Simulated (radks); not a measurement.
Isoelectronic series with 9 electrons, all held in the configuration [He] 2s2 2p5, which need not be the ground one along the series. Method: non-relativistic Kohn-Sham, PBE, spin-polarised, spherical densities, point nucleus; open shells are filled with parallel spins first; computed with a radial shooting solver on a logarithmic mesh with Libxc functionals. Total energies (hartree) and mean radii <r> (bohr):

[
 {"ion": "F", "E (hartree)": "-99.66566", "2p down": "1.127", "2p up": "1.089", "2s down": "1.011"},
 {"ion": "Ne+", "E (hartree)": "-128.05851", "2p down": "0.8932", "2p up": "0.8759", "2s down": "0.8696"},
 {"ion": "Mg3+", "E (hartree)": "-196.15359", "2p down": "0.6458", "2p up": "0.6388", "2s down": "0.6753"},
 {"ion": "Al4+", "E (hartree)": "-235.84212", "2p down": "0.5692", "2p up": "0.5642", "2s down": "0.6070"},
 {"ion": "Si5+", "E (hartree)": "-279.28715", "2p down": "0.5094", "2p up": "0.5056", "2s down": "0.5512"},
 {"ion": "P6+", "E (hartree)": "-326.48698", "2p down": "0.4612", "2p up": "0.4582", "2s down": "0.5048"},
 {"ion": "S7+", "E (hartree)": "-377.44048", "2p down": "0.4215", "2p up": "0.4191", "2s down": "0.4655"},
 {"ion": "Cl8+", "E (hartree)": "-432.14686", "2p down": "0.3882", "2p up": "0.3862", "2s down": "0.4320"},
 {"ion": "Ar9+", "E (hartree)": "-490.60554", "2p down": "0.3599", "2p up": "0.3582", "2s down": "0.4029"},
 {"ion": "K10+", "E (hartree)": "-552.81609", "2p down": "0.3354", "2p up": "0.3340", "2s down": "0.3775"},
 {"ion": "Ca11+", "E (hartree)": "-618.77818", "2p down": "0.3141", "2p up": "0.3129", "2s down": "0.3551"},
 {"ion": "Sc12+", "E (hartree)": "-688.49155", "2p down": "0.2954", "2p up": "0.2943", "2s down": "0.3353"},
 {"ion": "Ti13+", "E (hartree)": "-761.95600", "2p down": "0.2788", "2p up": "0.2778", "2s down": "0.3175"},
 {"ion": "V14+", "E (hartree)": "-839.17137", "2p down": "0.2640", "2p up": "0.2631", "2s down": "0.3015"},
 {"ion": "Cr15+", "E (hartree)": "-920.13754", "2p down": "0.2506", "2p up": "0.2499", "2s down": "0.2871"}
]
